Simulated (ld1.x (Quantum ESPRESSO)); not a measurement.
**Re (Z = 75), TM: configuration errors across variants**

Re, norm-conserving Troullier–Martins (Kleinman–Bylander form), made with ld1.x (Quantum ESPRESSO) 7.5 (LDA (PZ), scalar-relativistic). Core [Xe] 4f14, reference 5d5 6s2 6p0. Waves: 6p (bound, empty): rc 2.50 bohr; 5d (bound): rc 1.75 bohr; 6s (bound): rc 2.80 bohr. Local part: the s channel. Core correction: Bessel-smoothed model core, default radius (core density twice the valence density).

All-electron excitation energies from the reference (eV): (1) 5d5 6s1 6p0 9.516; (2) 5d5 6s0 6p0 26.196; (3) 5d4 6s0 6p0 53.640; (4) 5d4 6s2 6p1 5.120; (5) 5d6 6s1 6p0 0.968; (6) 5d5 6s1 6p1 4.866; (7) 5d5 6s1.5 6p0 3.902; (8) 5d5 6s2 6p0 spin -3.112; (9) 5d5 6s1 6p0 spin 5.051.

Spin tests fill each open shell by Hund’s rule, majority spin first.

The default core radius of the base comes out at 1.43 bohr.

2 further variants failed, have other tests or too few solved ones, and are left out.

A true bound ghost makes a file unfit for plane-wave use even where its test errors are small: the radial tests pick states by their node count and pass the ghost by.

Errors AE − PS in meV (a dash: test not solved or not reliable):

```csv
change,(1),(2),(3),(4),(5),(6),(7),(8),(9),bound ghosts
base,-9.4,-45,-176,-70,-58,-3.4,-2.7,+5.0,+36,none
wave 5d (bound): rc 1.75 bohr becomes 5d (bound): rc 2.62 bohr,-8.5,-42,-178,-59,-50,-3.2,-2.5,+67,+108,none
"all radii but the core radius scaled by about 0.90 (s 2.54, p 2.26, d 1.58 bohr)",-10,-47,-165,-61,-64,-5.3,-3.0,+7.8,+41,p
core correction Bessel-smoothed model core inside 2.08 bohr,-8.9,-43,-173,-65,-55,-3.2,-2.6,+396,+470,none
```

Give the same row for: wave 6s (bound): rc 2.80 bohr becomes 6s (bound): rc 3.32 bohr.

-6.4, -52, -286, -42, -28, -5.7, -1.7, +12, +35; bound ghosts: none.
